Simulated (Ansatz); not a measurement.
`[OH][SnH2][Cl]` + `C[SeH]` → `C[Se][SnH2][Cl]` + H₂O at 700 K and 1 bar (ligand exchange at the Sn–O bond).

Calculated with Ansatz (gas phase, PBE0-D4/def2-TZVP geometries, no zero-point term in ΔE). CCSD(T)/CBS is the MP2 limit (def2-TZVPP, def2-QZVPP) plus CCSD(T) − MP2 in def2-TZVPP, frozen cores. This one scheme is used for every species. Elements past krypton have def2 core potentials. For Se, Sn outer-core shells are correlated without core-valence functions, which leaves a few kJ/mol of doubt a bond. Scalar relativity is left out up to krypton. One conformer a species, not always the lowest.

| species | CCSD(T)/CBS energy (Eh) | H − E (kJ/mol) | S (J/(mol·K)) |
| --- | --- | --- | --- |
| `[OH][SnH2][Cl]` | -750.83217 | 128.8 | 401.2 |
| `C[SeH]` | -2441.15625 | 157.6 | 325.3 |
| `C[Se][SnH2][Cl]` | -3115.63330 | 215.3 | 498.3 |
| H₂O | -76.37941 | 80.5 | 218.4 |

H − E and S are ideal-gas, rigid-rotor, harmonic terms from PBE0-D4/def2-TZVP, for one conformer and one mirror image of each species. 1 Eh = 2625.50 kJ/mol, R = 8.31446 J/(mol·K).

**Question.** By hand: ΔE, ΔH, ΔS and ΔG.

**Answer.** ΔE = (-3115.63330) + (-76.37941) − (-750.83217) − (-2441.15625) = -0.02429 Eh = -63.8 kJ/mol. Δ(H − E) = 215.3 + 80.5 − 128.8 − 157.6 = 9.4, so ΔH = -54.4 kJ/mol. ΔS = 498.3 + 218.4 − 401.2 − 325.3 = -9.8 J/(mol·K). ΔG = -54.4 − 700 × (-9.8)/1000 = -47.5 kJ/mol.

**Question.** By hand: the equilibrium constant, and the temperature at which ΔG would vanish if ΔH and ΔS stayed fixed.

**Answer.** log₁₀ K = −ΔG/(RT ln 10) = 3.5. ΔG = 0 at ΔH/ΔS = 5551 K, far beyond where these terms or the molecules hold.

The number of gas molecules stays the same, so ΔS is small and ΔH decides. A doubt of 5 kJ/mol in ΔE shifts log₁₀ K by 0.4 here. Other conformers and mirror images would add mixing entropy, several J/(mol·K) or more a flexible species. Modes under 60 cm⁻¹, often nearly free rotors, make the harmonic entropy too high. These are equilibria of isolated gas molecules and say nothing of rates. Largest T1 diagnostic: 0.013 (customary marks: 0.02 for closed shells, 0.045 for open ones).
